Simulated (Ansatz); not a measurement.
# Relative stability

Two relaxed structures of SiH3TeF, singlet (PBE0-D4/def2-TZVP; forces vanish, vibrations not checked).

A:

```
6
angstrom
F -2.1618 0.1527 0.2833
Si -0.2453 -0.3052 -0.9987
Te 0.8676 -0.6670 1.2620
H -1.6343 -0.0501 1.0414
H -0.0072 1.1912 -0.9094
H 1.1882 0.9142 1.6536
```

B:

```xyz
6
angstrom
F -1.8470 0.0348 0.1927
Si -0.4022 -0.1092 -0.4778
Te 1.3440 -0.7377 1.1592
H -0.4679 -1.2081 -1.4676
H -0.0822 1.1936 -1.1014
H 1.4553 0.8267 1.6949
```

Ansatz 0.2.0; basis: def2-TZVPP; cores frozen in the correlated methods. Filled d shells of the heavier atoms are correlated. Core potentials replace the inner electrons of the atoms past krypton. The def2 sets are not built for correlating such inner shells, so the correlated values are less sure here. B3LYP uses VWN-RPA correlation.

Q: Which structure is lower at CCSD(T), and by how much? (An estimate is asked for; the value comes from the calculation.)

A: The calculation gives: B, by 65.55 kcal/mol (electronic energy, against the other). By their contacts, A is a complex of SiH₂Te ([SiH][TeH]) + HF and B is SiH₃TeF ([F][SiH2][TeH]).

All methods give the same order:

| method | E(B) − E(A) (kcal/mol) |
| --- | --- |
| PBE-D4 | -58.48 |
| r2SCAN-D4 | -66.95 |
| PBE0-D4 | -63.50 |
| B3LYP-D4 | -63.51 |
| wB97M-V | -63.51 |
| HF | -74.92 |
| MP2 | -68.58 |
| CCSD | -67.12 |
| CCSD(T) | -65.55 |

T1 diagnostic: at most 0.014.

Labels in which every atom is bracketed show which atoms are joined, not bond orders.

For scale, one of the runs: CCSD(T)/def2-TZVPP, 165 basis functions, launched by `ansatz run in.yaml --threads 2 --pin off --events-out ev --progress --plain --max-ram 4352MiB`. Hardware: 2 CPU threads of an Arm Neoverse V1, shared host. Wall time 66 s; peak host memory 1.5 GiB.
